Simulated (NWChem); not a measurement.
System: Si₂H₃Br, singlet; SMILES [SiH3][Si]Br

Here is an NWChem input.

```
start job
memory heap 200 mb stack 900 mb global 1100 mb
geometry units angstroms noautosym nocenter noautoz
  Si     0.970669    -0.388197    -0.625416
  Br    -0.160757     0.977040     0.782508
  Si    -0.409361    -2.312757    -0.117917
  H      0.010545    -3.531977    -0.881079
  H     -1.835090    -2.004452    -0.460906
  H     -0.319529    -2.614291     1.347101
end
basis spherical
  * library 6-31g*
end
dft
  xc b3lyp
  iterations 150
end
cosmo
  do_cosmo_smd true
  solvent benzene
end
task dft energy
```

NWChem printed, in part:

```
             Northwest Computational Chemistry Package (NWChem) 7.3.0
             --------------------------------------------------------

                             Geometry "geometry" -> ""
                             -------------------------

 Output coordinates in angstroms (scale by  1.889725989 to convert to a.u.)

  No.       Tag          Charge          X              Y              Z
 ---- ---------------- ---------- -------------- -------------- --------------
    1 Si                  14.0000     0.97066900    -0.38819700    -0.62541600
    2 Br                  35.0000    -0.16075700     0.97704000     0.78250800
    3 Si                  14.0000    -0.40936100    -2.31275700    -0.11791700
    4 H                    1.0000     0.01054500    -3.53197700    -0.88107900
    5 H                    1.0000    -1.83509000    -2.00445200    -0.46090600
    6 H                    1.0000    -0.31952900    -2.61429100     1.34710100

 Effective nuclear repulsion energy (a.u.)     269.5027597120

                                 NWChem DFT Module
                                 -----------------

 Summary of "ao basis" -> "ao basis" (spherical)
 ------------------------------------------------------------------------------
       Tag                 Description            Shells   Functions and Types
 ---------------- ------------------------------  ------  ---------------------
 Si                          6-31g*                  8       18   4s3p1d
 Br                          6-31g*                 12       32   5s4p3d
 H                           6-31g*                  2        2   2s

 in cosmo_initialize ...
 calling solv_data for solv:benzene

 solvent parameters
 solvname_short: benzene
 solvname_long:  benzene
 dielec:        2.2706
 dielecinf:     2.2533
 nonaqueous SMD model solvent descriptors
 dielec:        2.2706
 sola:          0.0000
 solb:          0.1400
 solc:          1.0000
 solg:         40.6200
 solh:          0.0000
 soln:          1.5011

          ---------------
          -cosmo- solvent
          ---------------
 Cosmo: York-Karplus, doi: 10.1021/jp992097l
 dielectric constant -eps-     =   2.27
 screen = (eps-1)/(eps    )    =   0.55959
 surface charge correction     = lagrangian

   van der Waals surface
 --------------------------

 ---------- ATOMIC COORDINATES (A.U.) ------------ VDWR(ANG.) --
     1    1.83429844   -0.73358596   -1.18186487     2.470
     2   -0.30378668    1.84633788    1.47872570     3.060
     3   -0.77358012   -4.37047701   -0.22283082     2.470
     4    0.01992716   -6.67446873   -1.66499788     1.200
     5   -3.46781726   -3.78786504   -0.87098605     1.200
     6   -0.60382226   -4.94029364    2.54565177     1.200
 number of segments per atom =        128
 number of   points per atom =        128
 atom (   nspa,  nppa )
 ----------------------
    1 (     61,     0 )       0
    2 (     97,     0 )       0
    3 (     82,     0 )       0
    4 (     32,     0 )       0
    5 (     32,     0 )       0
    6 (     32,     0 )       0
 number of -cosmo- surface points =      336
 molecular surface =    167.600 angstrom**2
 molecular volume  =    187.408 angstrom**3
 -lineq- algorithm             =   0
 -bem- low  level              =   3
 -bem- from -octahedral-
 gaussian surface charge width =   4.50000
 degree of switching           =   1.00000
 switching function tolerance  =   0.00010
 atomic radii =
 --------------
    1 14.000  2.470
    2 35.000  3.060
    3 14.000  2.470
    4  1.000  1.200
    5  1.000  1.200
    6  1.000  1.200
 ...... end of -cosmo- initialization ......

 nat:                     6
 ixmem:                  2111
 calling mnsol_interface()
 G(SMD-CDS) energy (kcal/mol)  =    -2.728
 SMD-CDS SASA (angstrom**2)    =   149.949

            General Information
            -------------------
          SCF calculation type: DFT
          Wavefunction type:  closed shell.
          No. of atoms     :     6
          No. of electrons :    66
           Alpha electrons :    33
            Beta electrons :    33
          Charge           :     0
          Spin multiplicity:     1
          Use of symmetry is: off; symmetry adaption is: off
          Maximum number of iterations: 150
          AO basis - number of functions:    74
                     number of shells:    34
          Convergence on energy requested:  1.00D-06
          Convergence on density requested:  1.00D-05
          Convergence on gradient requested:  5.00D-04

              XC Information
              --------------
                         B3LYP Method XC Potential
                     Hartree-Fock (Exact) Exchange  0.200
                        Slater Exchange Functional  0.800 local
                    Becke 1988 Exchange Functional  0.720 non-local
              Lee-Yang-Parr Correlation Functional  0.810
                  VWN I RPA Correlation Functional  0.190 local

             Grid Information
             ----------------
          Grid used for XC integration:  medium
          Radial quadrature: Mura-Knowles
          Angular quadrature: Lebedev.
          Tag              B.-S. Rad. Rad. Pts. Rad. Cut. Ang. Pts.
          ---              ---------- --------- --------- ---------
          Si                  1.10       88          10.0       590
          Br                  1.15      112          11.0       590
          H                   0.35       45          12.0       434
          Grid pruning is: on
          Number of quadrature shells:   423
          Spatial weights used:  Erf1

      Superposition of Atomic Density Guess
      -------------------------------------

 Sum of atomic energies:       -3151.21659119

      Non-variational initial energy
      ------------------------------

 Total energy =   -3151.702876
 1-e energy   =   -4921.563365
 2-e energy   =    1500.357729
 HOMO         =      -0.196192
 LUMO         =      -0.078931

   convergence    iter        energy       DeltaE   RMS-Dens  Diis-err
 ---------------- ----- ----------------- --------- --------- ---------
     COSMO gas phase
 d= 0,ls=0.0,diis     1  -3154.6066969392 -3.42D+03  1.60D-02  2.99D-01
 d= 0,ls=0.0,diis     2  -3154.5794093974  2.73D-02  1.14D-02  4.09D-01
 d= 0,ls=0.0,diis     3  -3154.6472678982 -6.79D-02  3.12D-03  2.57D-02
 d= 0,ls=0.0,diis     4  -3154.6519217901 -4.65D-03  6.93D-04  1.71D-03
 d= 0,ls=0.0,diis     5  -3154.6521646097 -2.43D-04  1.28D-04  7.80D-05
  Resetting Diis
 d= 0,ls=0.0,diis     6  -3154.6521765748 -1.20D-05  2.85D-05  1.48D-06
 d= 0,ls=0.0,diis     7  -3154.6521768555 -2.81D-07  1.55D-05  1.84D-07
 d= 0,ls=0.0,diis     8  -3154.6521768581 -2.63D-09  7.99D-06  1.73D-07

   convergence    iter        energy       DeltaE   RMS-Dens  Diis-err
 ---------------- ----- ----------------- --------- --------- ---------
     COSMO solvation phase
 d= 0,ls=0.0,diis     1  -3154.6579501357 -5.77D-03  9.90D-04  1.99D-04
 d= 0,ls=0.0,diis     2  -3154.6579844737 -3.43D-05  2.97D-04  2.47D-04
 d= 0,ls=0.0,diis     3  -3154.6580369226 -5.24D-05  5.29D-05  1.18D-05
 d= 0,ls=0.0,diis     4  -3154.6580380687 -1.15D-06  1.71D-05  1.55D-06
 d= 0,ls=0.0,diis     5  -3154.6580381736 -1.05D-07  3.87D-06  2.35D-08

         Total DFT energy =    -3154.658038173614
      One electron energy =    -4923.227532569470
           Coulomb energy =     1633.462039692770
    Exchange-Corr. energy =     -134.285930875858
 Nuclear repulsion energy =      269.502759711973

             COSMO energy =       -0.109374133031

 Numeric. integr. density =       65.999991953449

                                COSMO-SMD solvation results
                                ---------------------------

             internal energy in gas <Psi(g)|H|Psi(g)> =     -3154.652176858141
         internal energy in solvent <Psi(s)|H|Psi(s)> =     -3154.652080273396
                               delta internal energy  =         0.000096584745 (    0.06 kcal/mol)
   total free energy in solvent <Psi(s)|H+V/2|Psi(s)> =     -3154.653691009827
 polarization energy contribution <Psi(s)|V/2|Psi(s)> =        -0.001610736431 (   -1.01 kcal/mol)
    total free energy in solvent including G(SMD-CDS) =     -3154.658038173614
                       G(SMD-CDS) energy contribution =        -0.004347163787 (   -2.73 kcal/mol)
     1 M fixed-concentration free energy of solvation =        -0.005861315473 (   -3.68 kcal/mol)

                       DFT Final Molecular Orbital Analysis
                       ------------------------------------

 Vector   31  Occ=2.000000D+00  E=-3.209499D-01
              MO Center= -1.3D-01,  6.3D-01,  6.4D-01, r^2= 2.6D+00
   Bfn.  Coefficient  Atom+Function         Bfn.  Coefficient  Atom+Function
  ----- ------------  ---------------      ----- ------------  ---------------
    31      0.530440  2 Br pz                29      0.444262  2 Br px
    27     -0.239606  2 Br pz                35      0.237894  2 Br pz
    25     -0.200679  2 Br px                33      0.199238  2 Br px
    30     -0.178635  2 Br py                 9      0.105975  1 Si pz
     7      0.088853  1 Si px                59     -0.082430  3 Si pz

 Vector   32  Occ=2.000000D+00  E=-3.142309D-01
              MO Center=  9.8D-02,  1.5D-01,  2.9D-01, r^2= 4.5D+00
   Bfn.  Coefficient  Atom+Function         Bfn.  Coefficient  Atom+Function
  ----- ------------  ---------------      ----- ------------  ---------------
    30      0.618228  2 Br py                26     -0.278011  2 Br py
    34      0.275531  2 Br py                10      0.207052  1 Si s
     6      0.195185  1 Si s                 29      0.188602  2 Br px
    70     -0.173259  4 H  s                  7      0.144460  1 Si px
     9     -0.133180  1 Si pz                69     -0.120525  4 H  s

 Vector   33  Occ=2.000000D+00  E=-2.298743D-01
              MO Center=  5.9D-01, -5.4D-01, -3.6D-01, r^2= 4.2D+00
   Bfn.  Coefficient  Atom+Function         Bfn.  Coefficient  Atom+Function
  ----- ------------  ---------------      ----- ------------  ---------------
    10      0.360787  1 Si s                  7      0.313164  1 Si px
    29     -0.267733  2 Br px                58     -0.260476  3 Si py
     8      0.242845  1 Si py                 6      0.229431  1 Si s
    57     -0.194328  3 Si px                30     -0.185841  2 Br py
     9     -0.180349  1 Si pz                31      0.161506  2 Br pz

 Vector   34  Occ=0.000000D+00  E=-1.238296D-01
              MO Center=  7.9D-01, -4.1D-01, -4.8D-01, r^2= 3.3D+00
   Bfn.  Coefficient  Atom+Function         Bfn.  Coefficient  Atom+Function
  ----- ------------  ---------------      ----- ------------  ---------------
     9      0.435472  1 Si pz                13      0.367862  1 Si pz
     7      0.364585  1 Si px                11      0.307829  1 Si px
    31     -0.195861  2 Br pz                29     -0.164059  2 Br px
    72      0.160816  5 H  s                 74     -0.160913  6 H  s
     5     -0.159477  1 Si pz                35     -0.155753  2 Br pz

 Vector   35  Occ=0.000000D+00  E=-2.595728D-02
              MO Center=  7.3D-01, -3.6D-01, -4.1D-01, r^2= 4.9D+00
   Bfn.  Coefficient  Atom+Function         Bfn.  Coefficient  Atom+Function
  ----- ------------  ---------------      ----- ------------  ---------------
    12      0.656550  1 Si py                32     -0.617022  2 Br s
    13      0.552254  1 Si pz                10      0.539436  1 Si s
    35      0.403857  2 Br pz                11     -0.395176  1 Si px
    34      0.375796  2 Br py                 8      0.333480  1 Si py
    33     -0.330874  2 Br px                 9      0.278197  1 Si pz

 Vector   36  Occ=0.000000D+00  E= 9.782940D-03
              MO Center=  2.3D-01, -1.3D+00, -3.2D-01, r^2= 6.8D+00
   Bfn.  Coefficient  Atom+Function         Bfn.  Coefficient  Atom+Function
  ----- ------------  ---------------      ----- ------------  ---------------
    10      1.228544  1 Si s                 60     -1.154777  3 Si s
    62     -1.046228  3 Si py                12     -0.837414  1 Si py
    11     -0.808473  1 Si px                61     -0.670265  3 Si px
    13      0.394777  1 Si pz                 6      0.263642  1 Si s
    32     -0.249483  2 Br s                  7     -0.246474  1 Si px

     Multipole analysis of the density
     ---------------------------------

     L   x y z        total         alpha         beta         nuclear
     -   - - -        -----         -----         ----         -------
     0   0 0 0     -0.000000    -33.000000    -33.000000     66.000000

     1   1 0 0      0.212130      0.023160      0.023160      0.165810
     1   0 1 0     -0.360490     10.938596     10.938596    -22.237683
     1   0 0 1     -0.299613    -16.199471    -16.199471     32.099328

     2   2 0 0    -35.232115    -53.167985    -53.167985     71.103854
     2   1 1 0     -1.588672    -13.218641    -13.218641     24.848610
     2   1 0 1      1.306483     21.758090     21.758090    -42.209696
     2   0 2 0    -36.520699   -257.043213   -257.043213    477.565727
     2   0 1 1     -0.014789    -61.590451    -61.590451    123.166112
     2   0 0 2    -34.458943    -70.626287    -70.626287    106.793631
```

Level: B3LYP/6-31G* (spherical d), SMD on the gas-phase geometry. Low-valent species are run as closed-shell singlets; no triplet was tried in these runs. All runs use the structure optimised with PBE0/def2-SVP. B3LYP is NWChem's, with the RPA form of VWN correlation. Solvent: benzene.
